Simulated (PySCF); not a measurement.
HgI and its ions

UHF-MP2; PySCF, scalar-relativistic core potentials, basis sets Hg def2-SVP with ECP60, I def2-SVP with ECP28. Neutral (UHF): doublet (σ ↑), Re = 2.874 Å, ωe = 75.9 cm⁻¹, De = 0.16 eV.

HgI⁺ (RHF): singlet (closed shell), Re = 2.593 Å, ωe = 189 cm⁻¹, De = 1.73 eV to Hg⁺ + I. The energies at the minima are -449.67577 hartree for HgI and -449.35903 for HgI⁺.

Question: Work out the adiabatic ionisation energy, without and with harmonic zero-point energies (1 hartree = 27.2114 eV, 1 eV = 8065.5 cm⁻¹), and the change of the bond length.

Answer: At MP2: 0.31674 hartree = 8.619 eV between the minima; the zero-point term (189.0 − 75.9)/2 cm⁻¹ = +0.007 eV makes it 8.626 eV. Re changes by -28.1 pm against the neutral. The electron leaves a σ orbital, and the shorter bond of the ion fits an antibonding orbital, or a change in how ionic the bond is.

Correlated steps freeze 4 core orbitals. Weak bonds: HgI. Basis-set superposition, not corrected here, can be much of De in a small basis, most of all at correlated wavefunction levels. Spin–orbit coupling is left out, which matters for elements this heavy, above all for dissociation energies. For an ion De counts to the pair picked by the measured ionisation energies or electron affinities, which need not be the lowest pair at this level. Where the molecule has an RHF reference, its open-shell atoms are computed with UHF. States were picked by a PBE0 search and need not be the measured ground states.

Neutral and ion stand on different kinds of reference determinant, which adds to the error of the difference.
